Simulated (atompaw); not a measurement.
## Ranking PAW (atompaw) potentials for aluminium (Al)

All share these settings but for the change named:

Al, PAW, made with atompaw 4.2.0.5 (PBE, scalar-relativistic). Core [Ne], reference 3s2 3p1. Waves: 3s (bound): rc 2.20 bohr; 3s channel at 2.9 Ry: rc 2.65 bohr; 3p (bound): rc 2.65 bohr; 3p channel at 0.15 Ry: rc 2.65 bohr. Local part: troulliermartins scheme with l = 2 at 0 Ry, radius 2.35 bohr. Core correction: smooth core density matched at 2.55 bohr. Augmentation charge: sinc compensation charge, radius 2.10 bohr; PAW radius 2.65 bohr; waves and projectors: custom rrkj vanderbiltortho.

Cutoff: the first of the cutoffs (Ry, on a coarse ladder) from which the occupation-weighted sum of valence levels, in a spherical-Bessel basis at the reference potential, stays within 10 and 1 mRy of its value at 400 Ry; the density cutoff is not measured.

The base gives 6 Ry.

Of 9 variants that were run, those that failed, showed a ghost or another fault, or gave nearly equal values are left out.

A variant can come out equal or close to the base.

Q: Rank these variants from softest to hardest (loose cutoff).
A. wave 3s (bound): rc 2.20 bohr becomes 3s (bound): rc 1.80 bohr
B. wave 3s (bound): rc 2.20 bohr becomes 3s (bound): rc 1.56 bohr
C. wave 3s (bound): rc 2.20 bohr becomes 3s (bound): rc 1.72 bohr
D. wave 3s (bound): rc 2.20 bohr becomes 3s (bound): rc 2.60 bohr

A: D (6 Ry), A (8 Ry), C (10 Ry), B (12 Ry).
